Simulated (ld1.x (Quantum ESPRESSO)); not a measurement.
**Reading a pseudo-wave (V)**

Columns: radius, all-electron u(r) and pseudo u(r) of the 3d shell (level -8.98 eV) of vanadium in the configuration [Ne] 3s2 3p6 3d3 4s1.5 4p0; LDA (PZ), scalar-relativistic, PAW scheme, ld1.x (Quantum ESPRESSO) 7.5.

| r (bohr) | all-electron | pseudo |
| --- | --- | --- |
| 0.165 | 0.1205 | 0.0051 |
| 0.330 | 0.3984 | 0.0381 |
| 0.495 | 0.6307 | 0.1153 |
| 0.660 | 0.7643 | 0.2345 |
| 0.825 | 0.8146 | 0.3758 |
| 0.990 | 0.8105 | 0.5093 |
| 1.155 | 0.7758 | 0.6070 |
| 1.320 | 0.7258 | 0.6531 |
| 1.485 | 0.6697 | 0.6489 |
| 1.650 | 0.6124 | 0.6100 |
| 1.815 | 0.5567 | 0.5568 |
| 1.980 | 0.5042 | 0.5042 |
| 2.145 | 0.4554 | 0.4554 |
| 2.310 | 0.4106 | 0.4106 |
| 2.475 | 0.3697 | 0.3697 |
| 2.640 | 0.3324 | 0.3324 |
| 2.805 | 0.2985 | 0.2985 |
| 2.970 | 0.2679 | 0.2679 |
| 3.135 | 0.2402 | 0.2402 |
| 3.300 | 0.2151 | 0.2151 |
| 3.465 | 0.1925 | 0.1925 |
| 3.630 | 0.1721 | 0.1721 |
| 3.795 | 0.1538 | 0.1538 |
| 3.960 | 0.1372 | 0.1372 |
| 4.125 | 0.1224 | 0.1224 |
| 4.290 | 0.1091 | 0.1091 |

(1) How many radial nodes do the two functions have?

(2) At about which radius was the pseudo-wave matched?

(3) Where does each function peak?

(4) Is the pseudo-wave norm-conserving?

Results:

(1) The all-electron 3d function has n − l − 1 = 0; the pseudo-wave has 0.

(2) 1.95 bohr, where the columns begin to agree (steps of 0.17 bohr).

(3) Outermost all-electron maximum near 0.82 bohr, pseudo maximum near 1.32 bohr (to the table’s step).

(4) No, it belongs to a PAW set: the norm inside the radius is not constrained, and the difference is carried by the augmentation charge.
